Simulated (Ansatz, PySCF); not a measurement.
AsF2H3Si, SMILES F[SiH](F)[AsH2]. Atoms are numbered in the order given.

```xyz
7

Si    -1.0031    -0.3569     0.0000
F     -1.6553     0.3470    -1.3007
F     -1.6553     0.3470     1.3007
As     1.2960     0.0995     0.0000
H     -1.4260    -1.7791     0.0000
H      1.5049    -0.9399     1.0983
H      1.5049    -0.9399    -1.0983
```

The structure is a stationary point at PBE0-D3(BJ)/def2-SVP. This is a generated structure with no PubChem entry under its InChIKey; it may be hypothetical.

Two levels are set side by side: PBE-D3(BJ)/def2-SVP (Ansatz, an electronic-structure program) and PBE0-D3(BJ)/def2-SVP (Ansatz). Each level has its own optimised geometry; the coordinates shown are those of the second. Frequencies come from the Hessian of PySCF at each geometry. Differences are taken from unrounded values.

```json
[
 {"quantity": "mean bond length (Å)", "PBE0-D3(BJ)": "1.686"},
 {"quantity": "bond Si1–F2 (Å)", "PBE0-D3(BJ)": "1.616"},
 {"quantity": "bond Si1–F3 (Å)", "PBE0-D3(BJ)": "1.616"},
 {"quantity": "bond Si1–As4 (Å)", "PBE0-D3(BJ)": "2.344"},
 {"quantity": "bond Si1–H5 (Å)", "PBE0-D3(BJ)": "1.484"},
 {"quantity": "bond As4–H6 (Å)", "PBE0-D3(BJ)": "1.526"},
 {"quantity": "bond As4–H7 (Å)", "PBE0-D3(BJ)": "1.526"},
 {"quantity": "highest harmonic wavenumber (cm⁻¹)", "PBE0-D3(BJ)": "2281"},
 {"quantity": "mean harmonic wavenumber (cm⁻¹)", "PBE0-D3(BJ)": "905"},
 {"quantity": "zero-point energy (kcal/mol)", "PBE0-D3(BJ)": "19.41"}
]
```

**Question.** What does PBE-D3(BJ) give, and how far is it from PBE0-D3(BJ)? (Estimate from the structure and the level; the computed values follow.)

**Answer.** 
```tsv
quantity	PBE-D3(BJ)	PBE-D3(BJ) minus PBE0-D3(BJ)
mean bond length (Å)	1.702	0.016
bond Si1–F2 (Å)	1.632	0.016
bond Si1–F3 (Å)	1.632	0.016
bond Si1–As4 (Å)	2.365	0.021
bond Si1–H5 (Å)	1.497	0.014
bond As4–H6 (Å)	1.542	0.016
bond As4–H7 (Å)	1.542	0.016
highest harmonic wavenumber (cm⁻¹)	2191	-90
mean harmonic wavenumber (cm⁻¹)	869	-36
zero-point energy (kcal/mol)	18.63	-0.78
```

Exact exchange shortens and stiffens bonds; PBE has none. Differences between two approximate levels are no errors against the true value.
